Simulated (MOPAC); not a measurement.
Input for MOPAC: PM6 on PdF, 2S+1 = 2, a spin state set in the input, which need not be the lowest, a point of a bond scan (R = 1.922 Å).

```
PM6 1SCF PRECISE CHARGE=0 UHF MS=0.5 THREADS=1
FPd

Pd     0.00000000 1     0.00000000 1     0.00000000 1
F      0.00000000 1     0.00000000 1     1.92227900 1
```

Program output:

```
*******************************************************************************
 **                                                                           **
 **                              MOPAC v23.2.5                                **
 **                                                                           **
 *******************************************************************************
 ** MOPAC's Digital Object Identifier: https://doi.org/10.5281/zenodo.6511958 **
 **                                                                           **
 ** Please cite the open-source release paper for use of this MOPAC version:  **
 ** J. E. Moussa and J. J. P. Stewart (2026)                                  **
 ** MOPAC: An open-source semiempirical molecular orbital program             **
 ** J. Open Source Softw., 11(119), 8025, https://doi.org/10.21105/joss.08025 **
 *******************************************************************************

                              PM6 CALCULATION RESULTS

 *******************************************************************************
 *  PM6        - The PM6 Hamiltonian to be used
 *  UHF        - UNRESTRICTED HARTREE-FOCK CALCULATION
 *
 *
 *
 *                 CHARGE ON SYSTEM = 0
 *
 *
 *
 *  MS=        - IN MECI, MAGNETIC COMPONENT OF SPIN =  0.5
 *  PRECISE    - TIGHTER CRITERIA TO BE USED
 *  1SCF       - DO 1 SCF AND THEN STOP
 *  THREADS=1  - MULTI-THREADING NOT USED
 *  T=         - A TIME OF 172800.0 SECONDS REQUESTED
 *  DUMP=N     - RESTART FILE WRITTEN EVERY 7200.0 SECONDS REQUESTED
 *******************************************************************************
PM6 1SCF PRECISE CHARGE=0 UHF MS=0.5 THREADS=1
 FPd

   ATOM   CHEMICAL          X               Y               Z
  NUMBER   SYMBOL      (ANGSTROMS)     (ANGSTROMS)     (ANGSTROMS)

     1      Pd          0.00000000  *   0.00000000  *   0.00000000  *
     2       F          0.00000000  *   0.00000000  *   1.92227900  *



          CARTESIAN COORDINATES

    NO.       ATOM           X           Y           Z

     1        Pd          0.0000      0.0000      0.0000
     2         F          0.0000      0.0000      1.9223

 General Reference for PM6:
 "Optimization of Parameters for Semiempirical Methods V: Modification of NDDO Approximations
 and Application to 70 Elements", J. J. P. Stewart, J. Mol. Mod., 13, 1173-1213 (2007)
 URL: https://link.springer.com/article/10.1007/s00894-007-0233-4

           Empirical Formula: Pd F  =     2 atoms



      MOLECULAR POINT GROUP   :   C*v


          UHF CALCULATION, NO. OF ALPHA ELECTRONS =    9
                           NO. OF BETA  ELECTRONS =    8

 -------------------------------------------------------------------------------
 PM6 1SCF PRECISE CHARGE=0 UHF MS=0.5 THREADS=1
 FPd



     1SCF WAS SPECIFIED, SO BFGS WAS NOT USED
     SCF FIELD WAS ACHIEVED


                              PM6 CALCULATION
                                                       MOPAC v23.2.5 Linux




          FINAL HEAT OF FORMATION =         31.73060 KCAL/MOL =     132.76085 KJ/MOL


          COSMO AREA              =         63.17 SQUARE ANGSTROMS
          COSMO VOLUME            =         43.97 CUBIC ANGSTROMS

          IONIZATION POTENTIAL    =          7.760835 EV
          ALPHA SOMO LUMO (EV)    =         -7.761  1.213
          BETA  SOMO LUMO (EV)    =         -8.198  0.094
          NO. OF ALPHA ELECTRONS  =          9
          NO. OF BETA  ELECTRONS  =          8
          MOLECULAR WEIGHT        =        125.3984         POINT GROUP:  C*v

          MOLECULAR DIMENSIONS (Angstroms)

            Atom       Atom       Distance
            F     2   Pd     1     1.92228
            F     2   Pd     1     0.00000
           Pd     1    F     2     0.00000


          SCF CALCULATIONS        =          1





   ATOM   CHEMICAL          X               Y               Z
  NUMBER   SYMBOL      (ANGSTROMS)     (ANGSTROMS)     (ANGSTROMS)

     1      Pd          0.00000000  *   0.00000000  *   0.00000000  *
     2       F          0.00000000  *   0.00000000  *   1.92227900  *

                             CARTESIAN COORDINATES

   1   Pd        0.000000000     0.000000000     0.000000000
   2    F        0.000000000     0.000000000     1.922279000


           Empirical Formula: Pd F  =     2 atoms



      MOLECULAR POINT GROUP   :   C*v


          ALPHA EIGENVALUES
 -37.28765 -13.37228 -13.37228 -12.27874  -9.24374  -9.24374  -8.91232  -8.91232
  -7.76084   1.21334  85.47107  85.66560  85.66560


           BETA EIGENVALUES
 -37.08646 -13.49946 -13.49946 -11.85290  -8.83100  -8.83100  -8.19765  -8.19765
   0.09357   1.70210  85.51795  85.80692  85.80692


              NET ATOMIC CHARGES AND DIPOLE CONTRIBUTIONS

  ATOM NO.   TYPE          CHARGE      No. of ELECS.   s-Pop       p-Pop       d-Pop
    1         Pd           0.396046        9.6040     0.53503     0.00250     9.06642
    2          F          -0.396046        7.3960     1.97435     5.42170
 DIPOLE           X         Y         Z       TOTAL
 POINT-CHG.     0.000     0.000    -3.657     3.657
 HYBRID        -0.000    -0.000    -0.183     0.183
 SUM           -0.000    -0.000    -3.840     3.840


          ATOMIC ORBITAL ELECTRON POPULATIONS

     Atom    s        px        py        pz      x^2-y^2     xz        z^2       yz        xy
    1 Pd   0.53503   0.00021   0.00021   0.00207   2.00000   1.99999   1.06645   1.99999   2.00000
    2  F   1.97435   1.99980   1.99980   1.42210


                    (SZ)    =    0.500000
                    (S**2)  =    0.750002


          ATOMIC ORBITAL SPIN POPULATIONS

    Atom   Total    s     px     py     pz   x^2-y^2  xz     z^2    yz     xy
         Atomic
    1 Pd  0.9218  0.420  0.000  0.000 -0.000  0.000  0.000  0.502  0.000  0.000
    2  F  0.0782 -0.000 -0.000 -0.000  0.078

 **********************
 *                    *
 * JOB ENDED NORMALLY *
 *                    *
 **********************




 == MOPAC DONE ==
```

The run finished.

Cost: very roughly 0.03 core-seconds.
